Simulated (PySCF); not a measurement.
C3H6O2Si, SMILES C=C=C[SiH](O)O. Heavy atoms are numbered as in [CH2:1]=[C:2]=[CH:3][SiH:4]([OH:5])[OH:6]. Hydrogens are named by the atom that carries them.

The structure is a stationary point at PBE0-D3(BJ)/def2-SVP. The structure was generated by enumeration, and PubChem lists no compound with its InChIKey, so it may never have been made. Other conformers were not sampled.

The numbers are results of PBE/def2-TZVP run with PySCF, not measurements.

Atomic charges (e), one atom of each kind:

```json
[
 {"atom": "C1 (CH2)", "IAO": "-0.40", "Löwdin": "-0.23"},
 {"atom": "C2", "IAO": "0.07", "Löwdin": "-0.10"},
 {"atom": "C3 (CH)", "IAO": "-0.52", "Löwdin": "-0.24"},
 {"atom": "Si4 (SiH)", "IAO": "1.29", "Löwdin": "0.01"},
 {"atom": "O5 (OH)", "IAO": "-0.78", "Löwdin": "-0.10"},
 {"atom": "H on C1", "IAO": "0.18", "Löwdin": "0.14"},
 {"atom": "H on C3", "IAO": "0.19", "Löwdin": "0.16"},
 {"atom": "H on Si4", "IAO": "-0.16", "Löwdin": "-0.04"},
 {"atom": "H on O5", "IAO": "0.37", "Löwdin": "0.17"}
]
```

Computed Mayer and Wiberg (Löwdin basis) orders of the bonds:
```
bond    Mayer  Wiberg
------  -----  ------
C1–C2    1.94    2.16
C2–C3    1.91    2.08
C3–Si4   0.90    1.05
Si4–O5   1.26    1.69
Si4–O6   1.26    1.69
```
